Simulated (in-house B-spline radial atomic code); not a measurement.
How numerical settings move a run on Tl+, [Xe] 4f14 5d10 6s2. Computed with an all-electron radial atomic-structure program (B-spline basis): Dirac-Kohn-Sham BLYP, spherical fractional occupations, Fermi nucleus of rms radius 5.4759 fm.

Command:
```bash
python run_scf.py task.json out
```
Settings of the sound reference run:
```
Z                81
electrons        80
configuration    [Xe] 4f14 5d10 6s2
hamiltonian      dirac
method           b88,lyp
spin_polarised   False
nucleus          fermi
rms_radius       5.4759
mass_number      205
atomic_mass      204.9744
speed_of_light   137.036
knot_spacing     0.22
spline_order     8
gauss_points     12
box_radius       35.29
max_iterations   70
damping          0.5
damped_steps     3
diis_vectors     10
tolerance        1e-08
start            Thomas-Fermi
```

Cost of the run: 2 s on 1 thread of Intel(R) Xeon(R) 6975P-C, on a shared host.

It converges in 10 iterations to -20284.411136 hartree, with 6s1/2 at -16.2934 eV. The other runs change the listed settings, some to values that make no sense; their results aren't properties of the atom or ion. Radii are in bohr (the nuclear one in fm), a minus after a letter asks for a j subshell, and «unchanged» means within 1e-8 hartree. The run stops when the residual is below 10 × tolerance × max(1, Z/10), or a noise floor if that is larger, and the energy moves by less than 1e-8 × √|E| hartree; so very loose and very tight tolerances often act alike.

| changed settings | outcome |
| --- | --- |
| gauss_points = 16 | converged in 10 iterations, energy unchanged |
| electrons = 81, configuration = [Xe] 4f14 5d10 6s3, max_iterations = 75 | stopped with error: shell 6s holds at most 2 electrons |
| box_radius = 1.41 | converged in 9 iterations, energy +7.05e+01 hartree from the reference, 6s1/2 level +3.9e+02 eV (the program warns: 6s1/2 has a positive eigenvalue: unbound, held by the box; 5p1/2 has a positive eigenvalue: unbound, held by the box) |
| knot_spacing = 1.4, max_iterations = 12 | converged in 9 iterations, energy +2.35e+03 hartree from the reference, 6s1/2 level +6.5e+00 eV (the program warns: 6s1/2 reaches the box edge; 2s1/2 reaches the box edge) |
| knot_spacing = 0.1, gauss_points = 6, first_knot = 1.23e-05, max_iterations = 75, damping = 0.8 | converged in 10 iterations, energy -8.37e-06 hartree from the reference, 6s1/2 level -1.2e-05 eV |
| box_radius = 7.06 | converged in 10 iterations, energy +7.51e-04 hartree from the reference, 6s1/2 level +3.5e-02 eV (the program warns: 6s1/2 reaches the box edge; 5d3/2 reaches the box edge) |
| box_radius = 3.53 | converged in 9 iterations, energy +4.68e-01 hartree from the reference, 6s1/2 level +7.2e+00 eV (the program warns: 6s1/2 reaches the box edge; 5s1/2 reaches the box edge) |
| box_radius = 2.12 | converged in 9 iterations, energy +9.60e+00 hartree from the reference, 6s1/2 level +8.0e+01 eV (the program warns: 6s1/2 has a positive eigenvalue: unbound, held by the box; 5d3/2 has a positive eigenvalue: unbound, held by the box) |
| gauss_points = 4 | converged in 10 iterations, energy +1.94e-05 hartree from the reference |
| box_radius = 10.59 | converged in 10 iterations, energy +7.95e-07 hartree from the reference, 6s1/2 level +7.1e-05 eV (the program warns: 6s1/2 reaches the box edge) |
| electrons = 81, configuration = [Xe] 4f14 5d10 6s2 2f1, max_iterations = 60 | stopped with error: there is no 2f shell |
| gauss_points = 5 | converged in 10 iterations, energy -5.72e-07 hartree from the reference |
| spline_order = 7, gauss_points = 3, box_radius = 141.16, max_iterations = 100, tolerance = 0.0001 | converged in 9 iterations, energy +1.42e-03 hartree from the reference, 6s1/2 level -4.6e-05 eV |

(1) What happens with box_radius = 5.29?

(2) What happens with gauss_points = 6?

(3) What happens with box_radius = 2.12, max_iterations = 5?

(4) What happens with gauss_points = 3?

Answers

(1) Converged in 10 iterations, energy +1.89e-02 hartree from the reference, 6s1/2 level +5.4e-01 eV (the program warns: 6s1/2 reaches the box edge; 5d3/2 reaches the box edge).

(2) Converged in 10 iterations, energy +1.80e-08 hartree from the reference.

(3) Not converged after 5 iterations, last residual 4.1e-03, last energy +9.60e+00 hartree from the reference.

(4) Converged in 10 iterations, energy +5.95e-03 hartree from the reference, 6s1/2 level -8.4e-05 eV.
